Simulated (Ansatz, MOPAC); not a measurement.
Species: NaF (charge 0, singlet). SMILES: [F][Na]
Geometry: optimised at B3LYP-D3(BJ)/def2-TZVP (Ansatz, a first-principles code).

Wanted: size of the dipole moment, in D. Conventions: PM7 with its own dispersion and hydrogen-bond terms; 6-311+G** with 5d, 6d on Na to Ar in Ansatz; 6-31G* and kin with 6d, 5d where marked; non-relativistic; spin-orbit terms left out. Ab initio and DFT rows: single points at B3LYP-D3(BJ) geometries (Ansatz). Semi-empirical rows: dipoles at the shared geometry.

```csv
level,program,size of the dipole moment (D)
PM6,MOPAC,8.33
PM7,MOPAC,7.72
SVWN5/6-31G*,Ansatz,6.68
PBE/3-21G,Ansatz,5.45
PBE/6-31G*,Ansatz,6.59
PBE/6-311+G**,Ansatz,7.87
B3LYP/6-31G*,Ansatz,7.06
```

No value to compare with is used here. The 7 habitual levels span 5.45 (PBE/3-21G) to 8.33 D (PM6).

The levels are drawn from those run, B3LYP/6-31G* more often than the rest, none by its result; runs whose electronic state is in doubt are left out.
